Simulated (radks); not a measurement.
Task: Ru3+, 41 electrons, occupied as [Ar] 3d10 4s2 4p5.5 4d5 5p0.5 (fractional occupations, a model configuration). Method: scalar-relativistic Kohn-Sham, SCAN, spin-polarised, spherical densities, finite nucleus; open shells are filled with parallel spins first (spin-orbit coupling, left out, can overturn this in heavy ions); meta-GGA in the generalised Kohn-Sham scheme; Fermi nuclear charge, rms radius 4.4809 fm; computed with a radial shooting solver on a logarithmic mesh with Libxc functionals. Some entries of the table are withheld. Estimate them.

| orbital | occ. | eigenvalue (hartree) | <r^2> (bohr^2) | <1/r> (bohr^-1) |
|---|---|---|---|---|
| 1s up | 1 | -809.3434 | 0.001510 | 45.87 |
| 1s down | 1 | -809.3382 | 0.001510 | 45.87 |
| 2s up | 1 | -118.1661 | 0.02498 | 10.38 |
| 2s down | 1 | -118.1269 | 0.02498 | 10.39 |
| 2p up | 3 | -105.8635 | 0.01970 | 10.05 |
| 2p down | 3 | -105.8299 | 0.01969 | 10.06 |
| 3s up | 1 | -22.23258 | 0.1846 | 3.608 |
| 3s down | 1 | -22.21339 | 0.1846 | 3.605 |
| 3p up | 3 | -18.15286 | 0.1882 | 3.430 |
| 3p down | 3 | -18.12790 | 0.1880 | 3.428 |
| 3d up | 5 | -11.62686 | (1) | 3.195 |
| 3d down | 5 | -11.58447 | (2) | 3.195 |
| 4s up | 1 | -4.39449 | 1.154 | 1.347 |
| 4s down | 1 | -4.16952 | 1.143 | 1.360 |
| 4p up | 3 | (3) | 1.385 | (4) |
| 4p down | 2.5 | (5) | 1.373 | (6) |
| 4d up | 5 | -1.56529 | 2.262 | 0.9455 |
| 5p up | 0.5 | -0.86462 | 9.141 | 0.4517 |

Result: 
(1) 3d up <r^2> (bohr^2): 0.1766
(2) 3d down <r^2> (bohr^2): 0.1762
(3) 4p up eigenvalue (hartree): -3.24162
(4) 4p up <1/r> (bohr^-1): 1.217
(5) 4p down eigenvalue (hartree): -3.00533
(6) 4p down <1/r> (bohr^-1): 1.228
